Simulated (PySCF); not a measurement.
SMILES [SiH2](OC)[SiH2]O (CH8O2Si2), singlet (GFN2-xTB optimised geometry):

```
13

C      1.962    -1.648     0.029
O      0.716    -1.030     0.016
Si     0.409     0.565     0.000
Si    -1.876     0.565     0.000
O     -2.393     2.115     0.000
H      2.541    -1.374    -0.856
H      2.530    -1.356     0.916
H      1.810    -2.728     0.039
H      1.100     1.197    -1.142
H      1.078     1.216     1.152
H     -2.494    -0.126     1.146
H     -2.541     0.097    -1.215
H     -2.186     2.728     0.698
```

Calculation: PBE/def2-TZVP in PySCF 2.14.0.

Q: What are the frontier orbital energies and the dipole moment?

A: HOMO-2 -7.34 eV, HOMO-1 -6.63 eV, HOMO -6.50 eV, LUMO -1.66 eV, LUMO+1 -0.49 eV; dipole moment 1.79 D.

Meta-Löwdin charges at PBE/def2-TZVP: C1 -0.14, O2 -0.59, Si3 0.57, Si4 0.61, O5 -0.74, H6 0.11, H7 0.11, H8 0.13, H9 -0.11, H10 -0.11, H11 -0.10, H12 -0.08, H13 0.35.
